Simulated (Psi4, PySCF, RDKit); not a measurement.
Relaxed torsion scan: H8N2Si2, SMILES [SiH2]([SiH2]N)N, singlet. Scanned: dihedral H5–N1–Si2–Si3; all other coordinates were relaxed at GFN2-xTB. Heavy atoms are numbered in the order of the SMILES N[SiH2][SiH2]N, hydrogens after them in the order of the atoms that carry them; the mirror image has the same energies with the sign of each dihedral reversed.

- MMFF94 // GFN2-xTB (RDKit)
- RKS-B3LYP/6-311+G** = restricted B3LYP/6-311+G**, spherical d, density fitting // GFN2-xTB (PySCF 2.14.0)
- RHF/3-21G = restricted Hartree-Fock/3-21G // GFN2-xTB in PySCF
- MP2/cc-pVTZ = DF-MP2 (frozen core)/cc-pVTZ // GFN2-xTB (Psi4)

Energies relative to the lowest point of each profile, in eV; the last columns give the difference from MP2:

| φ / ° | MMFF94 | RKS-B3LYP/6-311+G** | RHF/3-21G | MP2/cc-pVTZ | MMFF94 − MP2/cc-pVTZ | RKS-B3LYP/6-311+G** − MP2/cc-pVTZ | RHF/3-21G − MP2/cc-pVTZ |
|---|---|---|---|---|---|---|---|
| -150 | 0.046 | 0.037 | 0.112 | 0.038 | 0.008 | -0.002 | 0.073 |
| -120 | 0.049 | 0.013 | 0.073 | 0.034 | 0.016 | -0.021 | 0.039 |
| -90 | 0.000 | 0.037 | 0.142 | 0.049 | -0.049 | -0.012 | 0.092 |
| -60 | 0.015 | 0.014 | 0.093 | 0.013 | 0.002 | 0.001 | 0.079 |
| -30 | 0.075 | 0.023 | 0.061 | 0.025 | 0.050 | -0.003 | 0.036 |
| 0 | 0.163 | 0.025 | 0.000 | 0.041 | 0.122 | -0.016 | -0.041 |
| 30 | 0.085 | 0.011 | 0.044 | 0.014 | 0.071 | -0.003 | 0.030 |
| 60 | 0.026 | 0.000 | 0.070 | 0.000 | 0.026 | 0.000 | 0.070 |
| 90 | 0.007 | 0.027 | 0.125 | 0.041 | -0.034 | -0.014 | 0.084 |
| 120 | 0.048 | 0.028 | 0.082 | 0.061 | -0.012 | -0.033 | 0.021 |
| 150 | 0.050 | 0.008 | 0.053 | 0.021 | 0.029 | -0.013 | 0.032 |
| 180 | 0.033 | 0.021 | 0.089 | 0.017 | 0.016 | 0.003 | 0.072 |

MMFF94 is furthest from MP2/cc-pVTZ at 0 (0.122 eV, above); its mean absolute difference over the points is 0.036 eV.

RKS-B3LYP/6-311+G** is furthest from MP2/cc-pVTZ at 120 (-0.033 eV, below); its mean absolute difference over the points is 0.010 eV.

RHF/3-21G is furthest from MP2/cc-pVTZ at -90 (0.092 eV, above); its mean absolute difference over the points is 0.056 eV.

MMFF94 has few fitted parameters for silicon.
